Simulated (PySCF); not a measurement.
A structure optimised at PBE-D3(BJ)/def2-SVP, used in a PySCF frequency run:

```xyz
11

F     -0.2558    -2.5277     0.0000
C     -0.2049    -1.1701     0.0000
C     -1.3692    -0.4611     0.0000
O     -1.4329     0.8985     0.0000
Si     0.0794     1.7527     0.0000
Si     1.4078    -0.1894     0.0000
H     -2.3549    -0.9589     0.0000
H      0.1194     2.6198     1.2249
H      0.1194     2.6198    -1.2249
H      2.2524    -0.4096     1.2248
H      2.2524    -0.4096    -1.2248
```
Charge 0, spin multiplicity 1.

Q: Write its SMILES, formula and point group.

A: FC1=CO[SiH2][SiH2]1, C2H5FOSi2, Cs

Q: What are its rotational constants (standard atomic weights)?

A: 3.7493, 1.9329, 1.3156 GHz
